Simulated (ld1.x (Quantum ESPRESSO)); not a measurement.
**Before and after: PAW potential for Bi (Z = 83)**

```
Element                 : Bi (Z = 83)
Generator               : ld1.x (Quantum ESPRESSO) 7.5
Type                    : PAW
Functional              : LDA (PZ)
Relativity              : scalar-relativistic
Frozen core             : [Xe] 4f14
Valence charge          : 15
Reference configuration : 5d10 6s2 6p3
Partial waves           : 6s (bound): rcut 1.45, rcutus 1.80 bohr; 6s channel at -0.1 Ry: rcut 1.45, rcutus 1.80 bohr; 6p (bound): rcut 1.90, rcutus 2.00 bohr; 6p channel at 2.2 Ry: rcut 1.90, rcutus 2.00 bohr; 5d (bound): rcut 0.90, rcutus 1.05 bohr; 5d channel at -1.45 Ry: rcut 0.90, rcutus 1.05 bohr
Local potential         : all-electron potential smoothed inside 1.95 bohr (lloc = -2)
Core correction         : Bessel-smoothed model core inside 0.85 bohr
Augmentation charge     : PSQ, inside the norm-conserving radii
```

All-electron outer shells of the reference configuration (LDA (PZ), scalar-relativistic, ld1.x):

```
shell  level (eV)  outermost node (bohr)  outermost maximum (bohr)
   4f     -152.95                      –                      0.34
   5p      -95.96                   0.48                      0.86
   5d      -27.18                   0.51                      1.03
   6s      -14.76                   0.98                      1.86
   6p       -4.77                   1.14                      2.44
```

Change: local potential all-electron potential smoothed inside 2.30 bohr (lloc = -2).

Cutoffs: the cutoffs (Ry, on a coarse ladder) from which the occupation-weighted sum of valence levels, in a spherical-Bessel basis at the reference potential, stays within 10 and 1 mRy of its value at 400 Ry; they do not see the model core or the augmentation charge, which bear on the density cutoff. Errors are all-electron minus pseudo energies relative to the spin-unpolarised reference configuration.

Q: What does the change do?

A: The potential gets neither clearly harder nor softer (100 Ry and 180 Ry → 100 Ry and 180 Ry); the d channel sets the loose cutoff, while the largest relative change is in p, which becomes softer; the number of tests with a reliable result goes from 9 to 6 (the test run of the changed file stopped, so its transferability is not established); of the 6 tests that both files solve, the error grows in 0 and shrinks in 2 by more than 15 % and 0.3 meV (median size 4.5 → 3.9 meV); neither file shows a bound ghost.

| quantity | base | changed |
| --- | --- | --- |
| cutoff, loose | 100 Ry | 100 Ry |
| cutoff, tight | 180 Ry | 180 Ry |
| loose cutoff by channel (10 mRy a level) | s 10 Ry, p 10 Ry, d 70 Ry | s 10 Ry, p 8 Ry, d 70 Ry |
| bound ghosts | none | none |
| tests with a reliable result | 9 of 9 | 6 of 9 (the test run stopped) |
| error for 5d10 6s2 6p2, meV [ΔE 8.15 eV] | -3.7 | -3.5 |
| error for 5d10 6s2 6p1, meV [ΔE 23.72 eV] | -11 | -10 |
| error for 5d10 6s2 6p0, meV [ΔE 47.43 eV] | -25 | -25 |
| error for 5d10 6s1 6p3, meV [ΔE 19.05 eV] | -5.3 | -4.2 |
| error for 5d10 6s1 6p4, meV [ΔE 10.18 eV] | -1.8 | -1.5 |
| error for 5d10 6s2 6p3.3, meV [ΔE -1.15 eV] | +0.6 | +0.6 |
| lowest overlap eigenvalue by channel | s 0.52, p 0.58, d 0.85 | s 0.70, p 0.59, d 0.88 |
